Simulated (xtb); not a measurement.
Zn(NH2)(SiH3) (H₅NSiZn), SMILES [NH2][Zn][SiH3]. All values are semi-empirical tight-binding results from xtb (GFN2-xTB unless named), good for trends rather than for accurate numbers. The structure is a stationary point at GFN2-xTB. The values are those of a single conformer.

Optimised geometry:

```xyz
8

Zn    -0.2078     0.3212    -0.2858
N      0.2623     1.9188    -1.1238
H     -0.1128     2.8152    -0.8417
H      0.3929     1.9976    -2.1240
Si     0.2211    -1.5564     1.0799
H      0.3970    -2.8163     0.3445
H     -0.8235    -1.8606     2.0665
H      1.4486    -1.4152     1.8757
```
Charge 0, spin multiplicity 1.

The geometry has at least one imaginary mode, so it is a saddle point at that level.

For metal compounds this method's bond lengths and energies can be far off.

```yaml
orbital_gap: 3.64 eV
```

**Question.** Give the atomic charges and the Wiberg bond orders between heavy atoms. (An estimate is asked for; the answer gives what the named calculation found.)

**Answer.** charges (e) Zn1 0.19, N2 -0.50, H3 0.13, H4 0.13, Si5 0.37, H6 -0.11, H7 -0.11, H8 -0.10. Bond orders Zn1–N2 0.90, Zn1–Si5 0.73.
